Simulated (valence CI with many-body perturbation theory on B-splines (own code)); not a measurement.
Pd41+: calculated level list

Calculated by valence CI with perturbative core correlation (CI+MBPT): three valence electrons over a frozen Dirac-Fock core [He], radial functions for each j: 11 s, 11 p, 10 d, 8 f, 5 g, 2 h, with the one-electron correlation potential Σ1, the two-electron term Σ2, the three-electron term Σ3, Breit, model QED; selected CI, second order for the rest, scaled by the run's own slope (own B-spline code, finite nucleus).

No measured spectrum was set against this ion. As an estimate, large intervals hold to a few tenths of a per cent, small ones and those within an open d or f shell to about a per cent.

Levels 46 to 90 of 199, with energies above the lowest level, (2s^2 2p1/2) J=1/2. "Leading %" is the weight of the configuration and term that name the level; weights of strongly mixed levels are sums over their largest components and can fall short. In the jj column 3d3/2^4 stands for four electrons in 3d with j = 3/2. Lifetimes count E1, E2, E3, M1 and M2 decay at the calculated energies, and are blank where another channel may lead or the interval is too uncertain; long ones can be off by a factor of two.

```
No.  Configuration  Term    J  E (eV)  Leading %  Lifetime      g                 Leading jj
 46       2s.2p.3s   2P°  3/2  3951.7         85   43.8 fs  1.369         2s 2p3/2 3s (95 %)
 47         2p2.3p   2P°  3/2  3977.2         27   16.8 fs  1.333       2p1/2^2 3p3/2 (94 %)
 48       2s.2p.3p    4D  7/2  3982.3        100   5.27 ps  1.419     2s 2p3/2 3p3/2 (100 %)
 49       2s.2p.3p    2P  3/2  3985.7         53   14.4 fs  1.481      2s 2p3/2 3p3/2 (93 %)
 50       2s.2p.3p    2P  1/2  3994.6         62   52.6 fs  1.092      2s 2p3/2 3p1/2 (88 %)
 51       2s.2p.3p    2D  3/2  3996.3         62   54.3 fs  0.974      2s 2p3/2 3p1/2 (88 %)
 52       2s.2p.3p    2D  5/2  3997.7         47   16.5 fs  1.381      2s 2p3/2 3p3/2 (96 %)
 53       2s.2p.3p    2S  1/2  3999.6         62   8.31 fs  1.562      2s 2p3/2 3p3/2 (85 %)
 54         2p2.3d    4F  3/2  4004.2         35   25.9 fs  0.793       2p1/2^2 3d3/2 (92 %)
 55       2s.2p.3d   4D°  5/2  4024.2         48   4.15 fs  1.249      2s 2p3/2 3d3/2 (97 %)
 56         2p2.3d    2D  5/2  4026.0         28   5.52 fs  1.201       2p1/2^2 3d5/2 (95 %)
 57       2s.2p.3d   4P°  3/2  4026.7         45   3.67 fs  1.380      2s 2p3/2 3d3/2 (96 %)
 58       2s.2p.3d   4F°  7/2  4026.8         45   4.97 fs  1.297      2s 2p3/2 3d3/2 (72 %)
 59       2s.2p.3d   4P°  1/2  4028.1         84   4.10 fs  2.293      2s 2p3/2 3d3/2 (96 %)
 60       2s.2p.3d   4F°  9/2  4028.7        100    218 ps  1.324     2s 2p3/2 3d5/2 (100 %)
 61         2p2.3s    4P  3/2  4037.1         70   54.7 fs  1.578      2p1/2 2p3/2 3s (82 %)
 62       2s.2p.3p    2D  5/2  4037.7         61   49.5 fs  1.274      2s 2p3/2 3p3/2 (77 %)
 63       2s.2p.3d   2D°  5/2  4043.5         45   5.59 fs  1.302      2s 2p3/2 3d5/2 (99 %)
 64       2s.2p.3p    2P  3/2  4047.6         34   33.5 fs  1.238      2s 2p3/2 3p3/2 (52 %)
 65       2s.2p.3d   2D°  3/2  4048.1         42   6.32 fs  1.141      2s 2p3/2 3d5/2 (89 %)
 66         2p2.3s    2P  1/2  4048.4         53   25.2 fs  1.369      2p1/2 2p3/2 3s (80 %)
 67       2s.2p.3d   2F°  7/2  4053.8         77   3.20 fs  1.198      2s 2p3/2 3d5/2 (72 %)
 68       2s.2p.3p    2S  1/2  4056.1         57    136 fs  1.650      2s 2p3/2 3p3/2 (85 %)
 69         2p2.3s    2D  5/2  4058.7         42   39.2 fs  1.324      2p1/2 2p3/2 3s (74 %)
 70       2s.2p.3d   2P°  1/2  4062.5         79   4.09 fs  0.703      2s 2p3/2 3d5/2 (95 %)
 71         2p2.3s    2D  3/2  4063.9         41   23.8 fs  1.069      2p1/2 2p3/2 3s (67 %)
 72         2p2.3p   4P°  1/2  4073.7         43   20.5 fs  1.689   2p1/2 2p3/2 3p1/2 (95 %)
 73         2p2.3p   4D°  3/2  4077.6         48   9.65 fs  1.131   2p1/2 2p3/2 3p1/2 (87 %)
 74       2s.2p.3d   2F°  5/2  4078.9         46   3.89 fs  0.974      2s 2p3/2 3d3/2 (66 %)
 75       2s.2p.3d   2D°  3/2  4085.9         64   4.67 fs  0.918      2s 2p3/2 3d3/2 (79 %)
 76       2s.2p.3d   2P°  1/2  4090.1         87   4.87 fs  0.626      2s 2p3/2 3d3/2 (95 %)
 77       2s.2p.3d   2F°  7/2  4091.0         81   11.1 fs  1.170      2s 2p3/2 3d5/2 (95 %)
 78         2p2.3p   2F°  5/2  4092.2         26   33.0 fs  1.061   2p1/2 2p3/2 3p1/2 (64 %)
 79       2s.2p.3d   2D°  5/2  4100.8         66   3.16 fs  1.135      2s 2p3/2 3d5/2 (94 %)
 80       2s.2p.3d   2P°  3/2  4103.6         82   4.57 fs  1.298      2s 2p3/2 3d5/2 (94 %)
 81         2p2.3p   2P°  3/2  4109.5         39   12.9 fs  1.362   2p1/2 2p3/2 3p1/2 (96 %)
 82         2p2.3p   4D°  5/2  4127.0         53   16.2 fs  1.418   2p1/2 2p3/2 3p3/2 (99 %)
 83         2p2.3p   4P°  1/2  4130.5         36   15.2 fs  1.680   2p1/2 2p3/2 3p3/2 (98 %)
 84         2p2.3p   2D°  3/2  4135.2         50   14.7 fs  1.192   2p1/2 2p3/2 3p3/2 (97 %)
 85         2p2.3p   2F°  7/2  4140.9         57   18.6 fs  1.249   2p1/2 2p3/2 3p3/2 (97 %)
 86         2p2.3p   2P°  3/2  4148.8         42   14.5 fs  1.386   2p1/2 2p3/2 3p3/2 (98 %)
 87         2p2.3p   2D°  5/2  4156.1         55   15.1 fs  1.183   2p1/2 2p3/2 3p3/2 (96 %)
 88         2p2.3d    4F  3/2  4160.8         42   16.6 fs  0.933   2p1/2 2p3/2 3d3/2 (98 %)
 89         2p2.3d    4F  5/2  4162.0         54   44.6 fs  0.970   2p1/2 2p3/2 3d3/2 (97 %)
 90         2p2.3d    4D  1/2  4163.8         80   32.0 fs  0.220  2p1/2 2p3/2 3d3/2 (100 %)
```
